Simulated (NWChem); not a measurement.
Species: PbCl cation, singlet; SMILES [Cl][Pb+]

```xyz
2

Pb     0.0000     0.0000    -0.4103
Cl     0.0000     0.0000     1.9790
```
Atoms are numbered in this order, from 1.

Program: NWChem. Medium grid unless said otherwise, to which SCAN and Minnesota functionals are sensitive. Low-valent species are run as closed-shell singlets; no triplet was tried in these runs. Coordinates come from a PBE0/def2-SVP optimisation. def2 effective core potentials on Pb; no spin-orbit coupling. B3LYP is NWChem's, with the RPA form of VWN correlation. Total energies of different functionals are on different scales.

```csv
level,energy (Ha),highest occupied level (eV),orbital gap (eV)
B3LYP/def2-TZVP,-652.9576,-14.29,5.10
PBE/def2-TZVP,-652.7222,-13.31,3.70
BP86/def2-TZVP,-653.0696,-13.43,3.69
TPSS/def2-TZVP,-652.8436,-13.34,(withheld)
"LC-wPBE (HJS exchange hole, range parameter 0.4 per bohr)/def2-TZVP",-652.7521,-17.20,10.41
B97-2/def2-TZVP,-653.1186,-14.23,5.34
B3PW91/def2-TZVP,-652.9454,-14.31,5.25
BLYP/def2-TZVP,-652.8600,-13.17,3.57
M06-L/def2-TZVP,-652.9960,-13.39,4.18
```

Question: What belongs in the gaps?

Answer: 
- TPSS/def2-TZVP, orbital gap (eV): 3.87
